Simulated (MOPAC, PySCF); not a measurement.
Potential energy surface of Li2O, singlet: symmetric bend, bond length relaxed. Scanned: Li-O-Li angle. Other coordinates (O-Li bond length) were minimised at B3LYP/def2-TZVP.

- B3LYP/cc-pVTZ (PySCF)
- PM7, restricted, heats of formation (MOPAC)
- wB97X-V/cc-pVTZ (PySCF)

Energies in kJ/mol, each method relative to its own lowest point.

```json
[
 {"a / °": "180", "B3LYP": "0.0", "PM7": "0.0", "wB97X-V": "0.0"},
 {"a / °": "170", "B3LYP": "0.4", "PM7": "(withheld)", "wB97X-V": "0.4"},
 {"a / °": "160", "B3LYP": "1.7", "PM7": "3.5", "wB97X-V": "1.7"},
 {"a / °": "150", "B3LYP": "4.0", "PM7": "(withheld)", "wB97X-V": "3.9"},
 {"a / °": "140", "B3LYP": "7.4", "PM7": "14.8", "wB97X-V": "7.3"},
 {"a / °": "130", "B3LYP": "12.4", "PM7": "23.8", "wB97X-V": "12.4"},
 {"a / °": "120", "B3LYP": "19.6", "PM7": "35.9", "wB97X-V": "19.9"},
 {"a / °": "110", "B3LYP": "30.3", "PM7": "(withheld)", "wB97X-V": "31.1"},
 {"a / °": "100", "B3LYP": "46.3", "PM7": "(withheld)", "wB97X-V": "47.9"},
 {"a / °": "90", "B3LYP": "70.5", "PM7": "97.6", "wB97X-V": "73.2"},
 {"a / °": "80", "B3LYP": "107.3", "PM7": "(withheld)", "wB97X-V": "111.4"}
]
```

Task: Complete the blanks.

Result: 
- 170, PM7: 0.8
- 150, PM7: 8.1
- 110, PM7: 51.3
- 100, PM7: 71.3
- 80, PM7: 133.5
